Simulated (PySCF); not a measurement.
Field gradients from PBE0/pcSseg-1 densities (PySCF, non-relativistic) at GFN2-xTB geometries, isolated species, one conformer each; χzz is the principal value of largest magnitude, with Q(14N) = 0.02044 b, Q(17O) = −0.0256 b. GFN2-xTB bond lengths can be off by several hundredths of an ångström, more for odd bonds, and the gradients follow them. With so small a basis the couplings can be 20 % off.

(1) These 14N couplings (χzz in MHz, η) are listed in rising order: (-5.924, 0.07); (-5.625, 0.04); (-5.050, 0.79); (-4.758, 0.23); (-3.547, 0.39); (-3.219, 0.57). Assign them to: the cyano nitrogen of `CC[Si@@H]1CC[Si@@H](C#N)O1`; N6 (pyridine-type nitrogen) in `[CH3:1]/[N:2]=[CH:3]/[c:4]1[cH:5][n:6][cH:7][o:8]1`; the C=N nitrogen of `C=N[SiH2][Si@@H](C#CC)OC`; the amide nitrogen of `CC(=O)N[Si@H]1C=CC[SiH2]1`; the nitrogen bonded to 2 C and P of `CO/C=P/N1CCCC1`; the nitrogen bridging silicon atoms of `C/C=C\[Si@@H]1N[SiH2]CC1=O`.

(2) Rank these 17O sites by the size of the quadrupole coupling, smallest first.
A. The carbonyl oxygen of `C/C=C(\C(=O)Cl)C(C)C`
B. The furan-type oxygen of `C/N=C/c1cnco1`
C. The carbonyl oxygen of `C/C=C\[Si@@H]1N[SiH2]CC1=O`
D. The amide oxygen of `CC(=O)N[Si@H]1C=CC[SiH2]1`
E. The silyl ether oxygen of `C=N[SiH2][Si@@H](C#CC)OC`
F. The siloxane oxygen of `CC[Si@@H]1CC[Si@@H](C#N)O1`

Results:

(1) -5.924 MHz, η 0.07: the nitrogen bonded to 2 C and P of `CO/C=P/N1CCCC1`; -5.625 MHz, η 0.04: the cyano nitrogen of `CC[Si@@H]1CC[Si@@H](C#N)O1`; -5.050 MHz, η 0.79: the C=N nitrogen of `C=N[SiH2][Si@@H](C#CC)OC`; -4.758 MHz, η 0.23: N6 (pyridine-type nitrogen) in `[CH3:1]/[N:2]=[CH:3]/[c:4]1[cH:5][n:6][cH:7][o:8]1`; -3.547 MHz, η 0.39: the nitrogen bridging silicon atoms of `C/C=C\[Si@@H]1N[SiH2]CC1=O`; -3.219 MHz, η 0.57: the amide nitrogen of `CC(=O)N[Si@H]1C=CC[SiH2]1`.

(2) F (5.481 MHz), B (8.161 MHz), D (8.879 MHz), A (9.655 MHz), E (10.32 MHz), C (12.31 MHz).

All sites together:

```tsv
nucleus	site	Vzz (au)	η	χzz (MHz)
14N	the cyano nitrogen of CC[Si@@H]1CC[Si@@H](C#N)O1	-1.171	0.04	-5.625
14N	N6 (pyridine-type nitrogen) in [CH3:1]/[N:2]=[CH:3]/[c:4]1[cH:5][n:6][cH:7][o:8]1	-0.991	0.23	-4.758
14N	the C=N nitrogen of C=N[SiH2][Si@@H](C#CC)OC	-1.051	0.79	-5.050
14N	the amide nitrogen of CC(=O)N[Si@H]1C=CC[SiH2]1	-0.670	0.57	-3.219
14N	the nitrogen bonded to 2 C and P of CO/C=P/N1CCCC1	-1.233	0.07	-5.924
14N	the nitrogen bridging silicon atoms of C/C=C\[Si@@H]1N[SiH2]CC1=O	-0.739	0.39	-3.547
17O	the silyl ether oxygen of C=N[SiH2][Si@@H](C#CC)OC	1.715	0.36	-10.32
17O	the furan-type oxygen of C/N=C/c1cnco1	1.357	0.05	-8.161
17O	the amide oxygen of CC(=O)N[Si@H]1C=CC[SiH2]1	-1.476	0.09	8.879
17O	the carbonyl oxygen of C/C=C(\C(=O)Cl)C(C)C	-1.605	0.47	9.655
17O	the siloxane oxygen of CC[Si@@H]1CC[Si@@H](C#N)O1	0.911	0.22	-5.481
17O	the carbonyl oxygen of C/C=C\[Si@@H]1N[SiH2]CC1=O	-2.047	0.54	12.31
```
